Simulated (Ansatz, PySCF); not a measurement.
Donor–acceptor adduct: GaH3 (SMILES [GaH3]) (first 4 atoms) with H2O (SMILES O); geometry from B3LYP-D3(BJ)/def2-TZVP.
(charge 0, multiplicity 1):
```xyz
7

Ga     0.3967    -0.3761     0.6852
H      1.8829    -0.0976     1.1226
H     -0.2292    -1.8111     0.8526
H     -0.2872     0.6261    -0.3304
O     -0.5430     0.4821     2.5115
H     -1.5048     0.4098     2.4730
H     -0.3383     1.4210     2.6023
```

Basis-set superposition error: the interaction energy with monomers in their own basis, and in the dimer's basis (counterpoise).

Programs: Ansatz (Gaussian basis) for Hartree–Fock, density functionals and correlated methods; PySCF for 6-31G* rows, M06-2X. 

| level | uncorrected (kcal/mol) | counterpoise (kcal/mol) | difference |
|---|---|---|---|
| HF/6-31G* | -16.10 | -13.62 | 2.48 |
| SVWN5/def2-TZVPPD | -20.61 | -20.29 | 0.32 |
| PBE0/def2-TZVPPD | -14.74 | -14.52 | 0.22 |
| BHLYP/def2-TZVPPD | -14.43 | -14.22 | 0.21 |
| M06-2X/def2-TZVPPD | -17.05 | -16.83 | 0.22 |
| CAM-B3LYP/def2-TZVPPD | -14.74 | -14.48 | 0.26 |
| wB97M-V/def2-TZVPPD | -15.55 | -15.35 | 0.20 |
| MP2/aug-cc-pVDZ | -14.69 | -13.43 | 1.26 |
| MP2/aug-cc-pVTZ | -15.02 | -14.49 | 0.53 |
| SCS-MP2/aug-cc-pVTZ | -14.18 | -13.60 | 0.58 |

The error is largest for HF/6-31G* (2.48 kcal/mol) and smallest for wB97M-V/def2-TZVPPD (0.20 kcal/mol).

Ansatz is a quantum-chemistry and plane-wave program.
